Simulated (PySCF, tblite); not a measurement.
Isomers of C4HCl2F3O, one GFN2-xTB conformer each. Single-point energies are computed at PBE0/pcSseg-1 (PySCF, gas phase, no added dispersion term), electronic only.

```
                  SMILES  GFN2-xTB relative energy (kcal/mol)
O=C(Cl)/C(=C/Cl)C(F)(F)F                                  0.0
O=C(Cl)/C=C(/Cl)C(F)(F)F                                  1.2
```

Conformers: `[O:1]=[C:2]([Cl:3])/[C:4](=[CH:5]/[Cl:6])[C:7]([F:8])([F:9])[F:10]` with O1–C2–C4–C5 -1°; `[O:1]=[C:2]([Cl:3])/[CH:4]=[C:5](/[Cl:6])[C:7]([F:8])([F:9])[F:10]` with O1–C2–C4–C5 0°.

**Question.** What does PBE0/pcSseg-1 give for the same structures?

**Answer.** 
```json
{"SMILES": "O=C(Cl)/C(=C/Cl)C(F)(F)F", "PBE0/pcSseg-1 E (Eh)": "-1447.23776", "PBE0/pcSseg-1 (kcal/mol)": "0.0", "GFN2-xTB (kcal/mol)": "0.0", "point group": "near Cs"}
{"SMILES": "O=C(Cl)/C=C(/Cl)C(F)(F)F", "PBE0/pcSseg-1 E (Eh)": "-1447.23662", "PBE0/pcSseg-1 (kcal/mol)": "0.7", "GFN2-xTB (kcal/mol)": "1.2", "point group": "Cs"}
```

Both levels put the same isomer lowest. Neighbours under 2.5 kcal/mol apart (O=C(Cl)/C(=C/Cl)C(F)(F)F and O=C(Cl)/C=C(/Cl)C(F)(F)F) can change places with a better method, another conformer or zero-point energy.

**Question.** Which frontier levels, dipoles and rotational constants go with these structures?

**Answer.** 
```
                  SMILES  HOMO (eV, PBE0/pcSseg-1)  LUMO (eV)  dipole (D)       A, B, C (MHz)
O=C(Cl)/C(=C/Cl)C(F)(F)F                     -8.98      -3.02        2.14  1445, 761.8, 546.6
O=C(Cl)/C=C(/Cl)C(F)(F)F                     -8.99      -3.26        3.12  1550, 629.2, 485.7
```

**Question.** What happens when harmonic zero-point energies from GFN2-xTB frequencies are added?

**Answer.** 
```tsv
SMILES	ZPE (kcal/mol)	electronic (kcal/mol)	with ZPE (kcal/mol)
O=C(Cl)/C(=C/Cl)C(F)(F)F	28.6	0.0	0.0
O=C(Cl)/C=C(/Cl)C(F)(F)F	28.7	0.7	0.8
```

The zero-point energies span 0.1 kcal/mol. The order is unchanged.

**Question.** As an exercise, what shares would exp(−E/RT) give at 2000 K from these electronic energies alone (no entropy, no degeneracies)?

**Answer.** RT = 3.974 kcal/mol: O=C(Cl)/C(=C/Cl)C(F)(F)F 54.5 %, O=C(Cl)/C=C(/Cl)C(F)(F)F 45.5 %.
